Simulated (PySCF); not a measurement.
CH2Cl (SMILES [CH2]Cl), doublet, at a GFN2-xTB geometry. Base run: SVWN5/def2-SV(P) run with PySCF.

Input for PySCF:
```python
from pyscf import gto, scf, dft

mol = gto.Mole()
mol.atom = '''
    C    -1.098627    0.003037   -0.023013
    Cl    0.576869   -0.001595    0.012084
    H    -1.604785    0.945302   -0.039270
    H    -1.610222   -0.936413   -0.028077
'''
mol.basis = 'def2-sv(p)'
mol.charge = 0
mol.spin = 1
mol.verbose = 4
mol.build()

mf = dft.UKS(mol)
mf.xc = 'lda,vwn'
mf.kernel()
```

Variants of this job, named by their change:

```json
[
 {"change": "base", "E (Eh)": "-497.38921", "HOMO (eV)": "-4.53", "dipole (D)": "0.67", "<S^2>": "0.752"},
 {"change": "functional = b3lyp; dispersion = d3bj", "E (Eh)": "-499.27710", "HOMO (eV)": "-5.71", "dipole (D)": "0.83", "<S^2>": "0.754"},
 {"change": "functional = pbe; dispersion = d3bjm", "E (Eh)": "-499.01541", "HOMO (eV)": "-4.59", "dipole (D)": "0.75", "<S^2>": "0.753"},
 {"change": "functional = b97-1", "E (Eh)": "-499.19762", "HOMO (eV)": "-5.66", "dipole (D)": "0.86", "<S^2>": "0.754"},
 {"change": "functional = o3lyp", "E (Eh)": "-499.24288", "HOMO (eV)": "-5.21", "dipole (D)": "0.83", "<S^2>": "0.754"},
 {"change": "functional = m062x", "E (Eh)": "-499.21864", "HOMO (eV)": "-7.17", "dipole (D)": "1.01", "<S^2>": "0.755"},
 {"change": "functional = mn15", "E (Eh)": "-499.06755", "HOMO (eV)": "-6.50", "dipole (D)": "0.96", "<S^2>": "0.754"},
 {"change": "functional = b3lyp", "E (Eh)": "-499.27404", "HOMO (eV)": "-5.71", "dipole (D)": "0.83", "<S^2>": "0.754"},
 {"change": "functional = m06l", "E (Eh)": "-499.25354", "HOMO (eV)": "-4.93", "dipole (D)": "1.00", "<S^2>": "0.755"},
 {"change": "functional = pbe0", "E (Eh)": "-499.05891", "HOMO (eV)": "-6.11", "dipole (D)": "0.95", "<S^2>": "0.755"},
 {"change": "functional = pw91,pw91", "E (Eh)": "-499.22441", "HOMO (eV)": "-4.65", "dipole (D)": "0.74", "<S^2>": "0.753"},
 {"change": "functional = revpbe", "E (Eh)": "-499.16399", "HOMO (eV)": "-4.59", "dipole (D)": "0.77", "<S^2>": "0.753"},
 {"change": "functional = wb97x", "E (Eh)": "-499.24590", "HOMO (eV)": "-8.45", "dipole (D)": "0.99", "<S^2>": "0.755"}
]
```

Totals shift with the method and basis; they matter in differences.

Open shells are given as the SCF converged; they aren't shown to be the lowest states, and a large step between rows can be another state.
